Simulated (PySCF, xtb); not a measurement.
B3H6N3, SMILES B1NBNBN1 (connectivity only; charge and spin as stated), charge +1, multiplicity 2.

Harmonic wavenumbers (cm⁻¹) from GFN2-xTB in xtb at its own minimum, in rising order: 233, 261, 271, 388, 484, 587, 594, 641, 721, 755, 772, 792, 822, 893, 929, 952, 1020, 1047, 1139, 1158, 1189, 1212, 1249, 1289, 2468, 2591, 2606, 3376, 3437, 3439.

Question: What does PBE0-D3(BJ)/def2-SVP (PySCF 2.14.0) give at its own minimum? (Estimate from the structure and the level; the computed values follow.)

Answer: 162, 215, 224, 265, 499, 565, 647, 767, 805, 849, 890, 900, 918, 928, 940, 945, 1033, 1063, 1184, 1272, 1290, 1292, 1435, 1489, 2719, 2734, 2740, 3526, 3612, 3615. Paired by order, the mean absolute difference is 95 cm⁻¹ and the zero-point energies are 53.3 and 56.5 kcal/mol.
